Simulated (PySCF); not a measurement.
## Adding and removing an electron: PI

UHF; basis P x2c-SVPall, I x2c-SVPall; spin-free X2C with a Gaussian nucleus; PySCF 2.14. Neutral (UHF): triplet (π ↑↑), Re = 2.435 Å, ωe = 355 cm⁻¹, De = 0.89 eV, HOMO -9.46 eV, LUMO 1.10 eV.

PI⁺ (ROHF): doublet (π ↑), Re = 2.269 Å, ωe = 472 cm⁻¹, De = 1.51 eV to P + I⁺. The energies at the minima are -7453.32997 hartree for PI and -7452.99735 for PI⁺.

(1) Work out the adiabatic ionisation energy, without and with harmonic zero-point energies (1 hartree = 27.2114 eV, 1 eV = 8065.5 cm⁻¹), and the change of the bond length.

UHF and ROHF references stand side by side, which adds small steps between rows. These are scalar-relativistic numbers at best; spin–orbit coupling would shift them, the dissociation energy most. For an ion De counts to the pair picked by the measured ionisation energies or electron affinities, which need not be the lowest pair at this level. UHF is strongly spin-contaminated for PI⁺, so the ROHF reference used there is far from stable. Hartree–Fock leaves out correlation, which carries a large part of most bond energies and some tenths to 1 eV of ionisation energies. States were picked by a PBE0 search and need not be the measured ground states.

Neutral and ion stand on different kinds of reference determinant, which adds to the error of the difference.

Answers

(1) At HF: 0.33262 hartree = 9.051 eV between the minima; the zero-point term (472.0 − 355.0)/2 cm⁻¹ = +0.007 eV makes it 9.058 eV. Re changes by -16.6 pm against the neutral. The electron leaves a π orbital, and the shorter bond of the ion fits an antibonding orbital, or a change in how ionic the bond is.
